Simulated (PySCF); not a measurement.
# Radial density of Ni+ (nickel, charge +1)

UHF, [Ar] 3d9, 2D determinant. Calculation: PySCF 2.14, in x2c-SVPall; scalar relativity by spin-free X2C-1e.

| r (bohr) | 4πr²ρ (e/bohr) | 4πr²(ρα − ρβ) |
| --- | --- | --- |
| 0.000831 | 0.1726 | 0.0000 |
| 0.00140 | 0.4697 | 0.0000 |
| 0.00235 | 1.212 | 0.0000 |
| 0.00395 | 2.901 | 0.0000 |
| 0.00665 | 6.662 | 0.0000 |
| 0.0112 | 13.90 | 0.0000 |
| 0.0188 | 24.67 | 0.0001 |
| 0.0316 | 33.35 | 0.0001 |
| 0.0532 | 31.07 | 0.0006 |
| 0.0895 | 27.02 | 0.0053 |
| 0.151 | 37.47 | 0.0503 |
| 0.253 | 28.47 | 0.2667 |
| 0.426 | 16.23 | 0.7986 |
| 0.717 | 20.11 | 1.0257 |
| 1.21 | 7.585 | 0.5118 |
| 2.03 | 1.261 | 0.0815 |
| 3.41 | 0.08067 | -0.0007 |
| 5.74 | 0.002213 | -0.0003 |

Densities and radii are taken from the X2C orbitals without a picture-change correction, which distorts them close to the nucleus.
